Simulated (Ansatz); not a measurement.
`[CH3][V](=[NH])([Cl])[Cl]` + `C=C[Si](N)(O)F` → `[NH]=[V]([NH2])([Cl])[Cl]` + `C=C[Si](C)(O)F`  (redistribution)

Gas-phase electronic energies from Ansatz, PBE0-D4/def2-TZVP geometries. CCSD(T)/CBS is the MP2 limit (def2-TZVPP, def2-QZVPP) plus CCSD(T) − MP2 in def2-TZVPP, frozen cores. DFT in def2-TZVPP. B3LYP here is the variant with VWN-RPA as its local correlation; programs differ in this. For V outer-core shells are correlated without core-valence functions, which leaves a few kJ/mol of doubt a bond. Scalar relativity is left out up to krypton. One conformer a species, not always the lowest.

```json
{"level": "PBE-D4", "ΔE (kcal/mol)": "-11.2", "difference from CCSD(T)/CBS": "-3.8"}
{"level": "r2SCAN-D4", "ΔE (kcal/mol)": "-9.4", "difference from CCSD(T)/CBS": "-2.0"}
{"level": "PBE0-D4", "ΔE (kcal/mol)": "-8.7", "difference from CCSD(T)/CBS": "-1.3"}
{"level": "B3LYP-D4", "ΔE (kcal/mol)": "-8.6", "difference from CCSD(T)/CBS": "-1.2"}
{"level": "ωB97X-V", "ΔE (kcal/mol)": "-7.8", "difference from CCSD(T)/CBS": "-0.4"}
{"level": "ωB97M-V", "ΔE (kcal/mol)": "-6.8", "difference from CCSD(T)/CBS": "0.6"}
{"level": "B2PLYP", "ΔE (kcal/mol)": "-10.8", "difference from CCSD(T)/CBS": "-3.4"}
{"level": "PBE", "ΔE (kcal/mol)": "-11.2", "difference from CCSD(T)/CBS": "-3.8"}
{"level": "r2SCAN", "ΔE (kcal/mol)": "-9.4", "difference from CCSD(T)/CBS": "-2.0"}
{"level": "PBE0", "ΔE (kcal/mol)": "-8.7", "difference from CCSD(T)/CBS": "-1.3"}
{"level": "B3LYP", "ΔE (kcal/mol)": "-8.6", "difference from CCSD(T)/CBS": "-1.2"}
{"level": "HF/def2-TZVPP", "ΔE (kcal/mol)": "-0.7", "difference from CCSD(T)/CBS": "6.7"}
{"level": "MP2/def2-TZVPP", "ΔE (kcal/mol)": "-14.3", "difference from CCSD(T)/CBS": "-6.9"}
{"level": "SCS-MP2/def2-TZVPP", "ΔE (kcal/mol)": "-11.5", "difference from CCSD(T)/CBS": "-4.1"}
{"level": "CCSD/def2-TZVPP", "ΔE (kcal/mol)": "-4.7", "difference from CCSD(T)/CBS": "2.7"}
{"level": "CCSD(T)/def2-TZVPP", "ΔE (kcal/mol)": "-8.0", "difference from CCSD(T)/CBS": "-0.6"}
{"level": "HF/def2-QZVPP", "ΔE (kcal/mol)": "-0.4", "difference from CCSD(T)/CBS": "7.0"}
{"level": "MP2/def2-QZVPP", "ΔE (kcal/mol)": "-13.9", "difference from CCSD(T)/CBS": "-6.5"}
{"level": "SCS-MP2/def2-QZVPP", "ΔE (kcal/mol)": "-11.0", "difference from CCSD(T)/CBS": "-3.6"}
{"level": "HF/CBS(def2)", "ΔE (kcal/mol)": "-0.3", "difference from CCSD(T)/CBS": "7.1"}
{"level": "MP2/CBS(def2)", "ΔE (kcal/mol)": "-13.7", "difference from CCSD(T)/CBS": "-6.3"}
{"level": "CCSD/CBS(def2)", "ΔE (kcal/mol)": "-4.1", "difference from CCSD(T)/CBS": "3.3"}
{"level": "CCSD(T)/CBS", "ΔE (kcal/mol)": "-7.4", "difference from CCSD(T)/CBS": "0"}
```

Largest T1 diagnostic among the species: 0.030, so the coupled-cluster value is less sure than usual.

From PBE to PBE0 (25 % exact exchange), in def2-TZVPP and without D4, ΔE moves by +2.5 kcal/mol. In def2-TZVPP, CCSD(T) changes the Hartree–Fock value by −7.3 kcal/mol (the triples alone add −3.3 kcal/mol) and MP2 by −13.6 kcal/mol.
